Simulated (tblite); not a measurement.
Species: C₅H₉N₃OSi.
Cartesian coordinates in Å at the GFN2-xTB level; atoms count from 1:
```xyz
19
C5H9N3OSi angstrom
C      3.0023   -0.1948   -0.5786
Si     2.0265   -0.6830    0.9684
O      0.3929   -0.8181    0.6586
C     -0.3754    0.1802    0.2774
N      0.1716    1.3651    0.0816
N     -0.5771    2.3726   -0.2958
C     -1.8593    2.1739   -0.4656
N     -2.5010    1.0157   -0.2900
C     -1.7722   -0.0118    0.0855
C     -2.4150   -1.3348    0.3022
H      4.0712   -0.2570   -0.4017
H      2.7700   -0.8446   -1.4192
H      2.7719    0.8249   -0.8753
H      2.2136   -2.0754    1.3691
H      2.2124    0.2730    2.0560
H     -2.4528    3.0215   -0.7767
H     -1.9715   -2.0721   -0.3653
H     -3.4821   -1.2579    0.1150
H     -2.2358   -1.6683    1.3235
```

Level: GFN2-xTB in tblite, geometry and Hessian alike; calculated harmonic values, unscaled, isolated species. The method is semi-empirical: single wavenumbers can be off by several per cent or more. Modes of hydrogen on silicon can be 10 to 20 % off. One conformer, not necessarily the lowest.

Harmonic wavenumbers (cm⁻¹): 44.3, 60.6, 78.7, 86.9, 105.4, 122.2, 186.0, 242.3, 280.2, 402.1, 432.3, 462.9, 508.8, 547.9, 590.9, 643.7, 705.5, 722.5, 746.9, 755.1, 784.1, 828.1, 835.6, 852.4, 878.1, 934.3, 996.5, 1012.3, 1137.1, 1195.5, 1243.5, 1256.8, 1365.3, 1367.7, 1385.8, 1432.6, 1441.4, 1444.9, 1472.7, 1477.4, 1500.1, 1552.0, 2277.6, 2289.7, 3009.8, 3024.0, 3025.5, 3040.0, 3054.3, 3061.1, 3079.3.

A = 2086, B = 828.0, C = 635.8 MHz; mass 155.051 u (most abundant isotopes); point group C1, symmetry number 1.

Problem. What is the zero-point energy?

Solution. ½Σν̃ = 29990 cm⁻¹ = 85.75 kcal/mol.

Problem. Entropy at 298.15 K, 1 bar (ideal gas, RRHO, classical rotation)?

Solution. Translation 41.05, rotation 30.06, vibration 36.36: S = 107.5 cal/(mol K).

Problem. And Cp and H(298.15 K) − H(0)?

Solution. Cp = 42.60 cal/(mol K), of which vibrations give 34.65 (their classical limit is 51 R = 101.3); H(298.15 K) − H(0) = 7.82 kcal/mol without the zero-point energy, 5.45 from vibrations.

Problem. How do the functions run with temperature in this model?

Solution. 
```
T (K)  S (cal/(mol K))  Cp (cal/(mol K))  H − H(0) (kcal/mol)  G − H(0) (kcal/mol)  ln q(vib)
  150             84.4              26.5                 2.71                -9.95       4.34
  250            100.4              37.3                 5.90               -19.21       7.59
  400            121.5              52.9                12.70               -35.89      12.19
  600            146.0              68.2                24.91               -62.70      18.00
  900            176.6              82.3                47.68              -111.25      26.00
```

q(vib) and H(0) count from the zero-point level.

Problem. Which modes carry the vibrational entropy at 298.15 K?

Solution. 44.3 cm⁻¹: 5.06; 60.6 cm⁻¹: 4.44; 78.7 cm⁻¹: 3.92; 86.9 cm⁻¹: 3.73; 105.4 cm⁻¹: 3.35; 122.2 cm⁻¹: 3.07 cal/(mol K); the other 45 give 12.79 together.

Problem. Blend soft modes into free rotors: weight 1/[1 + (100 cm⁻¹/ν̃)⁴] for the oscillator and the rest for a rotor with moment μB/(μ + B), μ = h/(8π²ν), B = 10⁻⁴⁴ kg m². What vibrational entropy results?

Solution. 32.63 cal/(mol K) in place of 36.36, which changes −T·S at 298.15 K by +1.11 kcal/mol.

Problem. What must be added to the electronic energy to get the Gibbs energy at 298.15 K and 1 bar?

Solution. ZPE + [H(298.15 K) − H(0)] − T·S = 85.75 + 7.82 − 32.04 = 61.53 kcal/mol.

Hindered rotation and anharmonicity are outside this model. Other conformers, if any are populated, would add a mixing term that is left out. The structure is chiral; the term R ln 2 for an equal mix with its mirror image is left out.
